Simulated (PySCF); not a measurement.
ScS₂⁻: one-bond stretch

Method: PBE0/[Sc def2-TZVPD, S def2-TZVPD], no relativity, density fitting, PySCF.

Rigid scan from the singlet minimum (Sc–S 2.260 Å (×2); S–Sc–S 150.2°). Coordinate: the bond from Sc to the last atom (S) scaled, the rest fixed. Energies in kJ/mol from the minimum.

Problem. Predict the curve at 0.92, 0.96, 1.00, 1.05, 1.12, 1.20, 1.35, 1.55, 1.80, 2.20.

Solution. 
| scale of one bond | E (kJ/mol) | dipole size (D, about the centre of mass) |
| --- | --- | --- |
| 0.92 | 32.5 | 4.32 |
| 0.96 | 7.2 | 4.12 |
| 1.00 | 0.0 | 4.07 |
| 1.05 | 8.7 | 4.22 |
| 1.12 | 41.3 | 4.70 |
| 1.20 | 93.4 | 5.46 |
| 1.35 | 200.1 | 6.93 |
| 1.55 | 320.9 | – |
| 1.80 | 416.1 | – |
| 2.20 | 488.3 | – |

At long bonds a restricted determinant can lie too high, and another spin state can fall below this curve.

Other isomers or separated fragments may lie lower.

The scan took roughly 80 core-seconds on a shared host.
